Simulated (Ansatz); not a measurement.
C₃H₅O, doublet (typed; the unrestricted solution is spin-contaminated), at a GFN2-xTB geometry; MP2/6-31G* run with Ansatz (a quantum-chemistry and plane-wave program).

The Ansatz input:
Ansatz 0.2 input:
```yaml
crystal:
  periodic: [false, false, false]
  atoms:
    - {symbol: C, position_ang: [0.86122322, -1.13535914, 0.29492985]}
    - {symbol: C, position_ang: [0.09798036, -0.11748608, 0.03266726]}
    - {symbol: C, position_ang: [-1.35838595, -0.21495342, -0.31297309]}
    - {symbol: O, position_ang: [0.52682308, 1.20205721, 0.03648412]}
    - {symbol: H, position_ang: [1.86182228, -1.37808805, 0.55590500]}
    - {symbol: H, position_ang: [-1.68024337, -1.25095872, -0.31237308]}
    - {symbol: H, position_ang: [-1.93910884, 0.35134192, 0.41227830]}
    - {symbol: H, position_ang: [-1.52511972, 0.22173818, -1.29553065]}
    - {symbol: H, position_ang: [1.46315923, 1.24630078, 0.26010331]}
basis:
  gaussian:
    orbitals: 6-31G*
magnetization: {spin_polarized: true, initial_magnetization: 1}
correlation: {method: mp2, electrons: outside_noble_gas}
accuracy: high
```

Output, abridged:

```
Functional definition: HF
1623 factors; integrals over basis functions are off by at most 3.3e-9 eV
mean field evaluation 1: about -5202.3213 eV, gradient 2.1e1 eV
mean field evaluation 2: about -5202.3273 eV, gradient 2.1e1 eV
mean field evaluation 4: about -5204.8729 eV, gradient 3.3e0 eV
mean field evaluation 8: about -5205.0145 eV, gradient 5.3e-1 eV
mean field evaluation 16: about -5205.0538 eV, gradient 2.4e-8 eV
mean field -5205.05381836 eV, -191.2821997126 hartree, gradient 3.6e-8 eV, S^2 0.900820; 0 other end points of the search recorded, 0 dependent functions left out
4 core orbitals not correlated
reference -5205.05381836 eV, -191.2821997126 hartree; 12, 11 occupied and 54, 55 virtual orbitals, 1623 factors
second order -14.32066425 eV of doubles, -0.00000000 eV of singles
Total energy: -5219.37448261 eV, -191.8084744168 hartree
```
